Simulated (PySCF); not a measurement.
TDDFT excited states: C5H3F2NS

Species: C5H3F2NS.
Cartesian coordinates in Å at the GFN2-xTB level; atoms count from 1:
```xyz
12
C5H3F2NS angstrom
N     -2.680   -0.740   -0.017
C     -2.019    0.427   -0.123
S     -2.787    1.847   -0.466
C     -0.628    0.419    0.068
C      0.568    0.537    0.215
C      1.954    0.641    0.384
C      2.724   -0.406    0.663
F      4.036   -0.348    0.828
F      2.302   -1.653    0.817
H     -3.678   -0.739   -0.150
H     -2.203   -1.600    0.195
H      2.412    1.613    0.280
```

The calculation used TDDFT B3LYP/def2-SVPD, vertical, gas phase, core orbitals frozen in the response in PySCF.

```csv
state,E (eV),E (kJ/mol),λ (nm),f,symmetry,"main configurations (H = HOMO, L = LUMO)"
S1,2.47,239,501.1,0.0001,–,H→L (98%)
S2,3.83,370,323.3,0.247,A′,H-1→L (90%)
S3,4.62,446,268.2,0.0001,–,"H-3→L (85%), H→L+1 (14%)"
S4,4.68,451,265.0,0.183,A′,H-2→L (87%)
S5,4.89,472,253.5,0.0002,–,"H→L+1 (84%), H-3→L (14%)"
S6,5.16,498,240.4,0.161,A′,H→L+2 (84%)
S7,5.33,515,232.4,0.0006,–,H-1→L+2 (90%)
S8,5.51,532,225.0,0.217,A′,"H→L+3 (85%), H→L+4 (9%)"
```

Triplets (Tamm–Dancoff): T1 2.20 eV, H→L (97%); T2 2.42 eV, H-1→L (96%); T3 3.32 eV, H-2→L (89%).

The lowest singlet comes at 501 nm (239 kJ/mol) in the visible; it is dark (f under 0.0005); its leading configuration is HOMO→LUMO (98%). The most intense listed level is S2 at 3.83 eV (323 nm, f = 0.247), 1.36 eV above S1. Löwdin shares by element: HOMO sulfur 75%, carbon 16% or more; LUMO carbon 45% or more, sulfur 20% (atoms not listed hold the other 35%). Weighted by f, the mean energy of these states is 4.74 eV. The listed states span 3.04 eV, and the widest gap between neighbours is 1.36 eV (S1 to S2). Of the 8 states listed, 4 reach f = 0.01 and 3 stay under 0.0005. S1 lies in the visible range (380 to 750 nm), at 501 nm, dark in the vertical dipole picture (f under 0.0005); light of that wavelength is blue-green to green, and its complementary colour is red to purple; a Tamm–Dancoff triplet lies at 564 nm, without intensity as long as spin–orbit coupling is left out. Symmetry labels in Cs follow from the direction of the transition dipole and are given only for states with f of 0.002 or more. The window holds the lowest 8 singlets.

Time: 66 s of wall time. Hardware: an Arm Neoverse N1 with one thread, shared host.

One conformer stands for the species.
